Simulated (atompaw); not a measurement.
u(r) = r·R(r): atom against pseudo-atom (chlorine)

Columns: radius, all-electron u(r) and pseudo u(r) of the 3p shell (level -11.26 eV) of chlorine in the configuration [Ne] 3s2 3p4.75; LDA (PW92), non-relativistic, PAW (atompaw) scheme, atompaw 4.2.0.5.

| r (bohr) | all-electron | pseudo |
| --- | --- | --- |
| 0.062 | 0.1037 | -0.0055 |
| 0.123 | 0.2499 | -0.0214 |
| 0.185 | 0.3448 | -0.0477 |
| 0.246 | 0.3711 | -0.0826 |
| 0.308 | 0.3408 | -0.1262 |
| 0.369 | 0.2714 | -0.1757 |
| 0.431 | 0.1759 | -0.2311 |
| 0.492 | 0.0691 | -0.2889 |
| 0.554 | -0.0437 | -0.3494 |
| 0.615 | -0.1528 | -0.4088 |
| 0.677 | -0.2577 | -0.4677 |
| 0.738 | -0.3525 | -0.5227 |
| 0.800 | -0.4388 | -0.5746 |
| 0.862 | -0.5145 | -0.6213 |
| 0.923 | -0.5785 | -0.6617 |
| 0.985 | -0.6333 | -0.6966 |
| 1.046 | -0.6775 | -0.7250 |
| 1.108 | -0.7133 | -0.7478 |
| 1.169 | -0.7405 | -0.7646 |
| 1.231 | -0.7605 | -0.7764 |
| 1.292 | -0.7736 | -0.7834 |
| 1.354 | -0.7811 | -0.7864 |
| 1.415 | -0.7835 | -0.7859 |
| 1.477 | -0.7814 | -0.7822 |
| 1.538 | -0.7757 | -0.7758 |
| 1.600 | -0.7666 | -0.7666 |

(1) How many radial nodes do the two functions have?

(2) Where does each function peak?

(3) Is the pseudo-wave norm-conserving?

Answers

(1) The all-electron 3p function has n − l − 1 = 1; the pseudo-wave has 0, since the states of the same l below it are removed with the core.

(2) Outermost all-electron maximum near 1.42 bohr, pseudo maximum near 1.35 bohr (to the table’s step).

(3) No, it belongs to a PAW set: the norm inside the radius is not constrained, and the difference is carried by the augmentation charge.
